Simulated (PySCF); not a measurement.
CH₇FOSi₂, SMILES F[SiH2]O[SiH2]C. Geometry: PBE-D3(BJ)/def2-SVP. The structure was generated by enumeration, and PubChem lists no compound with its InChIKey, so it may never have been made. One conformer was computed; it need not be the lowest.

Q: Give the equilibrium geometry at PBE-D3(BJ)/def2-SVP (PySCF confirms it by a frequency run) as Cartesian coordinates in Å. (Estimate from the structure and the level; the computed values follow.)

A: One answer among several that fit: 
```xyz
12

Si     1.4649    -0.7582    -0.1851
F      0.9328    -0.5961    -1.7292
O      0.2438    -0.3403     0.8505
Si    -0.9512     0.8539     0.9538
C     -2.1484     0.6702    -0.4792
H      1.8097    -2.1939     0.0440
H      2.6385     0.1606    -0.0324
H     -1.6291     0.6645     2.2797
H     -0.2914     2.2088     0.9230
H     -1.5906     0.6982    -1.4372
H     -2.8993     1.4865    -0.4815
H     -2.6855    -0.2979    -0.4228
```
